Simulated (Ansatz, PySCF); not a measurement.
Pair of molecules: CH3F (SMILES CF) (first 5 atoms) with CH6Si (SMILES C[SiH3]); geometry from B3LYP-D3(BJ)/def2-TZVP.
(charge 0, multiplicity 1):
```xyz
13

C     -0.68172     0.49251    -0.30166
F      0.31606    -0.27143     0.29946
H     -0.48881     0.53151    -1.37407
H     -1.64547     0.02295    -0.10493
H     -0.65736     1.49457     0.12639
C      1.06252    -0.96973     3.52756
Si    -0.34077     0.26982     3.48902
H      1.92750    -0.56106     4.05322
H      1.36528    -1.22610     2.51216
H      0.75832    -1.88489     4.03895
H     -0.76156     0.62562     4.86831
H     -1.52490    -0.27979     2.78432
H      0.06504     1.52176     2.80450
```

Monomers are frozen at their geometry in the pair; levels with a basis set take the counterpoise correction. Rows marked so take none.

Correlated levels freeze the cores. Rows in 6-311+G**, 6-31G* carry no dispersion term and start afresh at each structure (6-31G* with six Cartesian d functions).

Run with Ansatz (Gaussian basis) for Hartree–Fock, density functionals and correlated methods; PySCF for 6-311+G** rows, 6-31G* rows, the dispersion terms. Each number belongs to the level named beside it.

| level | interaction energy (meV) |
|---|---|
| revPBE/def2-TZVPPD | 29.9 |
| revPBE-D3(BJ)/def2-TZVPPD | -70.4 |
| r2SCAN-D3(BJ)/def2-TZVPPD | -92.8 |
| B97M-V/def2-TZVPPD | -94.3 |
| B3LYP/6-31G* | 1.5 |
| B3LYP/6-311+G** (no counterpoise) | -18.0 |
| CAM-B3LYP/def2-TZVPPD | -43.6 |
| B2PLYP/def2-TZVPPD | [?] |
| B2PLYP-D3(BJ)/def2-TZVPPD | [?] |

**Question.** What belongs in the gaps?

**Answer.** 
- B2PLYP/def2-TZVPPD, interaction energy (meV): -40.4
- B2PLYP-D3(BJ)/def2-TZVPPD, interaction energy (meV): -80.4

Ansatz is a first-principles code.
